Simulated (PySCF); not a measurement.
O₂Pb₂, SMILES [O]1[Pb]2=[Pb]1[O]2. Heavy atoms are numbered as in [Pb:1]12=[Pb:2]([O:3]1)[O:4]2.

The structure is a stationary point at B3LYP-D3(BJ)/def2-SVP. The def2 effective core potentials stand for the cores of Pb; spin–orbit coupling is left out.

All values below come from M06-2X/def2-TZVPD (PySCF).

Mulliken values depend strongly on the basis, most of all with diffuse functions as here. ESP charges are fitted to the potential on shells at 1.4 to 2.0 van der Waals radii. Atomic charges (e), one atom of each kind:

```
atom  ESP fit  Mulliken
----  -------  --------
Pb1      0.63      1.03
O3      -0.63     -1.03
```
